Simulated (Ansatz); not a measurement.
Single points on Zr2O2⁺.

```yaml
crystal:
  periodic: [false, false, false]
  atoms:
    - {symbol: Zr, position_ang: [-1.091047, 0.767576, -0.043232]}
    - {symbol: Zr, position_ang: [0.820163, -1.099025, -0.173833]}
    - {symbol: O, position_ang: [-0.240264, -0.302088, 1.291360]}
    - {symbol: O, position_ang: [0.511148, 0.633537, -1.074294]}
basis:
  gaussian: {orbitals: def2-TZVP, initial_orbitals: start.molden}
total_charge: 1
magnetization: {spin_polarized: true, initial_magnetization: 1}
hamiltonian: {xc: pbe}
correlation: {method: rpa}
scf: {omitted_lower_state_checks: [starts]}
```

The file start.molden holds the orbitals of an earlier run on this structure, at another level or in another basis.

```sh
$ ansatz run in.yaml --threads 2 --pin off --events-out ev --progress --plain --max-ram 4352MiB
```

Output, abridged:

```
Functional definition: PBE
1133 factors; integrals over basis functions are off by at most 9.7e-4 eV
mean field evaluation 1: about -6649.6250 eV, gradient 5.9e0 eV
mean field evaluation 2: about -6649.8095 eV, gradient 3.0e-1 eV
mean field evaluation 4: about -6649.8167 eV, gradient 1.1e-1 eV
mean field evaluation 8: about -6649.8178 eV, gradient 2.5e-4 eV
mean field -6649.81780358 eV, -244.3762968732 hartree, gradient 3.2e-6 eV, S^2 0.930507; 0 other end points of the search recorded, 0 dependent functions left out
2 core orbitals not correlated: weight in the atoms' cores, before any rotation towards them, 1.000 or more for the frozen orbitals, at most 0.000 for the correlated occupied ones
reference -6602.22454903 eV, -242.6272770285 hartree; 18, 17 occupied and 122, 123 virtual orbitals, 1133 factors
Total energy: -6644.49020322 eV, -244.1805111711 hartree
Checks for a lower state left out: starts
```

It took 9.5 s on 2 threads of Arm Neoverse V1 on a shared host.

The first input with `hamiltonian: {xc: {name: revPBE}, dispersion: d4}`, `output: {orbitals: {seedname: orbitals}}` and without the key `correlation` (abridged; 6 s):

```
Functional definition: revPBE
mean field -6654.10079933 eV, -244.5336940637 hartree, gradient 1.7e-5 eV, S^2 0.990085
Total energy: -6654.40818552 eV, -244.5449902980 hartree
Checks for a lower state left out: starts
```

First input, but with `hamiltonian: {xc: {name: PBE-QIDH}}` and without the key `correlation` (abridged; 12 s):

```
Functional definition: PBE-QIDH
mean field -6632.13189094 eV, -243.7263515715 hartree, gradient 5.3e-6 eV, S^2 1.475975
2 core orbitals not correlated: weight in the atoms' cores, before any rotation towards them, 1.000 or more for the frozen orbitals, at most 0.000 for the correlated occupied ones
second order -32.38025910 eV of doubles, -0.00000000 eV of singles
Total energy: -6642.92533013 eV, -244.1230031458 hartree
Checks for a lower state left out: starts
```

First input, but with `hamiltonian: {xc: {name: CAM-B3LYP}, dispersion: d4}`, `output: {orbitals: {seedname: orbitals}}` and without the key `correlation` (abridged; 17 s):

```
Functional definition: CAM-B3LYP
mean field -6648.82291412 eV, -244.3397353598 hartree, gradient 8.0e-6 eV, S^2 1.260249
Total energy: -6648.94241405 eV, -244.3441269014 hartree
Checks for a lower state left out: starts
```

The first input with `hamiltonian: {xc: lda}`, `output: {orbitals: {seedname: orbitals}}` and without the key `correlation` (abridged; 2.8 s):

```
Functional definition: SPW92
mean field evaluation 16: about -6618.6196 eV, gradient 1.3e-5 eV
mean field -6618.61957763 eV, -243.2297832165 hartree, gradient 1.3e-5 eV, S^2 0.773710
Total energy: -6618.61963076 eV, -243.2297851689 hartree
Checks for a lower state left out: starts
```

The first input with `gaussian: {orbitals: def2-SVP, initial_orbitals: start.molden}`, `hamiltonian: {xc: pbe0, dispersion: d4}`, `output: {orbitals: {seedname: orbitals}}` and without the key `correlation` (abridged; 4.8 s):

```
Functional definition: PBE0
mean field -6642.18583609 eV, -244.0958272411 hartree, gradient 1.7e-5 eV, S^2 1.200357
Total energy: -6642.29914518 eV, -244.0999912733 hartree
Checks for a lower state left out: starts
```

The first input with `correlation: {method: ccsd_t}`, `scf: {omitted_lower_state_checks: [starts, cluster_reference]}`, `output: {orbitals: {seedname: orbitals}}` and without the key `hamiltonian` (abridged; 5.3 min):

```
Functional definition: HF
mean field -6605.25907832 eV, -242.7387939229 hartree, gradient 2.9e-6 eV, S^2 1.584042
2 core orbitals not correlated: weight in the atoms' cores, before any rotation towards them, 1.000 or more for the frozen orbitals, at most 0.000 for the correlated occupied ones
second order -27.97168902 eV of doubles, -0.00000000 eV of singles
cycle   1  -25.86929254 eV  change     2.1e0 eV  update   2.4e-1
cycle   2  -26.98200423 eV  change    -1.1e0 eV  update   1.4e-1
cycle   3  -27.29640490 eV  change   -3.1e-1 eV  update   5.8e-2
cycle   4  -27.33693593 eV  change   -4.1e-2 eV  update   3.6e-2
cycle   5  -27.32881321 eV  change    8.1e-3 eV  update   2.4e-2
cycle   6  -27.37054215 eV  change   -4.2e-2 eV  update   1.8e-2
cycle   7  -27.39651508 eV  change   -2.6e-2 eV  update   1.1e-2
cycle   8  -27.40469099 eV  change   -8.2e-3 eV  update   6.6e-3
cycle   9  -27.41358226 eV  change   -8.9e-3 eV  update   4.8e-3
cycle  10  -27.41549610 eV  change   -1.9e-3 eV  update   3.2e-3
[...]
cycle  13  -27.41476674 eV  change    2.5e-4 eV  update   1.4e-3
cycle  14  -27.41606061 eV  change   -1.3e-3 eV  update   1.1e-3
cycle  15  -27.41659020 eV  change   -5.3e-4 eV  update   6.9e-4
cycle  16  -27.41613391 eV  change    4.6e-4 eV  update   4.4e-4
cycle  17  -27.41592062 eV  change    2.1e-4 eV  update   3.1e-4
cycle  18  -27.41592046 eV  change    1.6e-7 eV  update   2.3e-4
cycle  19  -27.41596881 eV  change   -4.8e-5 eV  update   1.7e-4
cycle  20  -27.41615177 eV  change   -1.8e-4 eV  update   1.3e-4
cycle  21  -27.41636900 eV  change   -2.2e-4 eV  update   8.8e-5
cycle  22  -27.41639456 eV  change   -2.6e-5 eV  update   6.5e-5
cycle  23  -27.41644993 eV  change   -5.5e-5 eV  update   4.3e-5
cycle  24  -27.41645092 eV  change   -9.9e-7 eV  update   3.6e-5
perturbative correction -1.55417381 eV, -0.0571148340 hartree
Total energy: -6634.22970305 eV, -243.8034447448 hartree
Checks for a lower state left out: starts, cluster_reference
```

Geometry: r2SCAN-D4/def2-TZVP.

In the def2 sets Zr takes a core potential; there is no spin–orbit coupling. Correlated methods freeze 2 core orbitals; core or outer-core shells of Zr are correlated, in sets that lack core-valence functions. At RPA@PBE/def2-TZVP, revPBE-D4/def2-TZVP, PBE-QIDH/def2-TZVP, CAM-B3LYP-D4/def2-TZVP and others the charge 1 doublet is spin-contaminated (final ⟨S²⟩ up to 1.58, 0.75 for a pure state). At CCSD(T)/def2-TZVP T1 of the charge 1 doublet is large (up to 0.051), so the single-reference result is doubtful. The structure comes from a short search, and lower isomers may exist.
